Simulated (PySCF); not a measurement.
# Electron correlation in Ne (neon, neutral)

[Ne], closed-shell 1S. Computed with PySCF 2.14 in x2c-TZVPPall with one added diffuse shell each of s, p, d type (6s4p3d1f, 40 functions), with scalar relativity by spin-free X2C-1e. Frozen: 1s2; 8 electrons correlated.

```tsv
level	correlation energy (mhartree)
CCSD	-267.16
(T)	-4.54
CCSD(T)	-271.70
CCSDT	-271.73
```

Diagnostics: T1 = 0.0078, D1 = 0.0123, largest double amplitude 0.026.

Cost of the coupled-cluster step: of the order of 0.9 core-seconds, for 8 correlated electrons.
